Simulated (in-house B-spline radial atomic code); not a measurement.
## The niobium ion Nb⁸⁺: [Ar] 3d10 4s2 4p(2 up, 1 down)

Computed with a B-spline radial code for spherical atoms: non-relativistic RPBE, spin-polarised, spherical fractional occupations, point nucleus.

Screening seen three ways: the hydrogenic charge with the same mean radius, Z_r = [3n² - l(l+1)]/(2<r>), the one with the same energy, Z_e = n√(-2ε), and Slater's rules. Values are occupation-weighted means over spin.

| shell | electrons | ε (eV) | <r> (bohr) | Z_r | Z_e | Slater |
| --- | --- | --- | --- | --- | --- | --- |
| 1s | 2 | -18497 | 0.0372 | 40.33 | 36.87 | 40.70 |
| 2s | 2 | -2661.4 | 0.1629 | 36.84 | 27.97 | 36.85 |
| 2p | 6 | -2456.1 | 0.1397 | 35.79 | 26.87 | 36.85 |
| 3s | 2 | -551.35 | 0.4534 | 29.77 | 19.10 | 29.75 |
| 3p | 6 | -473.3 | 0.4489 | 27.85 | 17.69 | 29.75 |
| 3d | 10 | -330.94 | 0.4283 | 24.51 | 14.80 | 19.85 |
| 4s | 2 | -172.25 | 1.092 | 21.98 | 14.23 | 14.30 |
| 4p | 3 | -148.43 | 1.155 | 19.92 | 13.21 | 14.30 |

The least bound orbital is 4p down at -147.2 eV, and it is also the most diffuse (<r> = 1.156 bohr).
